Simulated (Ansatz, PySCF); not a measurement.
Gas-phase reaction in SMILES: BC (CH5B) → [BH]C + H atom (the B-H bond at the site shown breaks; other sites are not compared here)
Structures are relaxed separately at B3LYP-D3(BJ)/def2-TZVP in Ansatz (an electronic-structure program). Frequencies are from Ansatz.
Geometry of the first species:
SMILES: BC
```xyz
7

B      0.8690    -0.0191     0.0480
C     -0.6804     0.0301    -0.0086
H      1.4362    -0.9603     0.5159
H      1.5284     0.8539    -0.4310
H     -1.1090     1.0318    -0.0666
H     -0.9283    -0.4579    -0.9677
H     -1.1895    -0.5528     0.7605
```
Charge 0, spin multiplicity 1.

Property: bond dissociation energy (enthalpy at 298 K, with B3LYP-D3(BJ) rigid-rotor harmonic-oscillator terms), in kJ/mol. Cores are frozen in the correlated levels unless marked. Open shells are spin-unrestricted. Spin-orbit coupling is left out. No relativistic terms. Basis-set limits of correlation are two-point, X^-3; Hartree-Fock from the larger set.

| level | program | bond dissociation energy (kJ/mol) |
|---|---|---|
| HF/def2-QZVPP | Ansatz | 340.8 |
| BP86-D4/def2-TZVPD | PySCF + dftd4 | 427.4 |
| M06-L-D4/def2-TZVPD | PySCF + dftd4 | 423.6 |
| LC-wPBE/def2-TZVPD | Ansatz | 416.8 |

**Question.** What does CCSD(T)/CBS(def2-TZVPPD,def2-QZVPPD) (Ansatz) give?

**Answer.** 435.4 kJ/mol
